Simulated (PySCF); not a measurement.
# What binds BeBr: the parts of the energy along the bond

State: ²Σ⁺, doublet, unpaired electrons σ ↑. ROHF-based CCSD(T) in PySCF 2.14 with Be cc-pVTZ, Br cc-pVTZ-PP with ECP10 and Be cc-pVQZ, Br cc-pVQZ-PP with ECP10 (frozen core orbitals: 10; scalar-relativistic core potentials). Correlation energies are extrapolated as n⁻³ (n = 3, 4), Hartree–Fock as (n+1)·exp(−9√n). CV is the change on freezing 4 orbitals instead, in Be cc-pCVTZ, Br cc-pwCVTZ-PP with ECP10. All energies in eV from Be + Br.

```json
{"R (Å)": "1.7324", "HF/CBS": "-2.585", "CCSD corr.": "-0.069", "(T)": "-0.1076", "CV": "-0.0923", "total": "-2.854"}
{"R (Å)": "1.8112", "HF/CBS": "-2.946", "CCSD corr.": "-0.050", "(T)": "-0.1096", "CV": "-0.0725", "total": "-3.178"}
{"R (Å)": "1.8899", "HF/CBS": "-3.128", "CCSD corr.": "-0.034", "(T)": "-0.1119", "CV": "-0.0564", "total": "-3.330"}
{"R (Å)": "1.9687", "HF/CBS": "-3.179", "CCSD corr.": "-0.021", "(T)": "-0.1144", "CV": "-0.0433", "total": "-3.358"}
{"R (Å)": "2.0474", "HF/CBS": "-3.135", "CCSD corr.": "-0.012", "(T)": "-0.1172", "CV": "-0.0327", "total": "-3.297"}
{"R (Å)": "2.1458", "HF/CBS": "-2.988", "CCSD corr.": "-0.005", "(T)": "-0.1209", "CV": "-0.0222", "total": "-3.135"}
{"R (Å)": "2.2443", "HF/CBS": "-2.772", "CCSD corr.": "-0.001", "(T)": "-0.1249", "CV": "-0.0142", "total": "-2.912"}
```

A fit to the total gives Re = 1.9501 Å, De = 3.361 eV, ωe = 719.6 cm⁻¹, Be = 0.5480 cm⁻¹ (masses 9.0122 and 78.9183 u).

Q: At R = 1.9687 Å the CCSD correlation energy is -0.199075 hartree in the smaller basis and -0.217617 in the larger. Extrapolate it.

A: (4³·E4 − 3³·E3)/(4³ − 3³) = -0.23115 hartree; the larger basis holds 94.1 % of it.

The T1 diagnostic is 0.016. The state was picked by a PBE0 search and need not be the measured ground state. Spin–orbit coupling, excitations beyond (T) and corrections to the Born–Oppenheimer picture are left out.
